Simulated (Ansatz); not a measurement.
`CCB(S)Br` + H₂ → `CCBS` + HBr  (hydrogenolysis of a B–Br bond)

Computed with Ansatz on PBE0-D4/def2-TZVP structures; ΔE is electronic, products minus reactants. CCSD(T)/CBS is the MP2 limit (def2-TZVPP, def2-QZVPP) plus CCSD(T) − MP2 in def2-TZVPP, frozen cores. This one scheme is used for every species. Functionals use def2-TZVPP. For Br outer-core shells are correlated without core-valence functions, which leaves a few kJ/mol of doubt a bond. Scalar relativity is left out up to krypton. Each species was taken in one conformer, which may not be the lowest.

`CCB(S)Br`:

```xyz
11

C    -0.895    0.924    0.759
C     0.139   -0.168    0.494
B     0.697   -0.245   -0.964
S     1.038   -1.751   -1.861
Br    1.136    1.369   -1.927
H    -1.196    0.931    1.809
H    -0.499    1.910    0.515
H    -1.793    0.772    0.156
H     1.017    0.005    1.134
H    -0.254   -1.144    0.796
H     0.611   -2.603   -0.912
```

H₂:

```xyz
2

H     0.268    0.111   -0.234
H    -0.268   -0.111    0.234
```

`CCBS`:

Cartesian coordinates in Å:
```
C 1.187 -0.006 0.905
C 0.344 -0.158 -0.361
B -1.027 0.586 -0.306
S -2.569 -0.046 -0.926
H 0.698 -0.472 1.765
H 1.343 1.047 1.151
H 2.168 -0.473 0.793
H 0.886 0.301 -1.203
H 0.233 -1.215 -0.625
H -1.118 1.688 0.155
H -2.145 -1.252 -1.348
```

HBr:

Z-matrix (Å, degrees):
```
Br
H 1 1.420
```

CCSD(T)/CBS gives +0.65 eV.

Problem. Another level gave +0.43 eV. Which?
A. PBE-QIDH/def2-TZVPP
B. BHLYP-D4/def2-TZVPP
C. BHLYP/def2-TZVPP
D. HF/def2-TZVPP

Solution. C. BHLYP 0.43, BHLYP-D4 0.56, PBE-QIDH 0.63, HF/def2-TZVPP 0.33 eV.

Largest T1 diagnostic among the species: 0.012.

From r2SCAN to r2SCAN0 (25 % exact exchange), in def2-TZVPP and without D4, ΔE moves by −0.03 eV. Leaving LDA and LC-ωPBE aside and taking each functional with its dispersion term where it has one, the values, not all of them listed here, spread over 0.17 eV, from CAM-B3LYP-D4 to revPBE-D4. LDA lies +0.07 eV from PBE without D4. In def2-TZVPP, CCSD(T) changes the Hartree–Fock value by +0.27 eV (the triples alone add +0.07 eV) and MP2 by +0.41 eV.
